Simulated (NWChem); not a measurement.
Molecule: boron oxyfluoride (BOF); SMILES FB=O

```xyz
3

F      0.0000     0.0000    -1.2080
B      0.0000     0.0000     0.0862
O      0.0000     0.0000     1.3052
```
Atoms are numbered in this order, from 1.

Results from NWChem. Geometry: optimised at PBE-D3(BJ)/def2-SVP. B3LYP is NWChem's, with the RPA form of VWN correlation. Vertical excitations in the gas phase; the lowest state need not have the same character in each row.

| level | lowest excitation, singlet (eV) | lowest state with f > 0.02, singlet (eV) | orbital gap (eV) |
|---|---|---|---|
| PBE/def2-SVP, TDA | 7.77 | 7.77 | 7.52 |
| B3LYP/def2-SVP, TDA | 8.08 | 8.08 | 9.45 |
| LRC-wPBEh/def2-SVP, TDA | (withheld) | (withheld) | (withheld) |
| Hartree-Fock/def2-SVP, CIS | 9.53 | 9.54 | 17.36 |

Problem. Fill in the missing entries.

Solution. 
- LRC-wPBEh/def2-SVP, TDA, lowest excitation, singlet (eV): 8.36
- LRC-wPBEh/def2-SVP, TDA, lowest state with f > 0.02, singlet (eV): 8.36
- LRC-wPBEh/def2-SVP, TDA, orbital gap (eV): 13.78
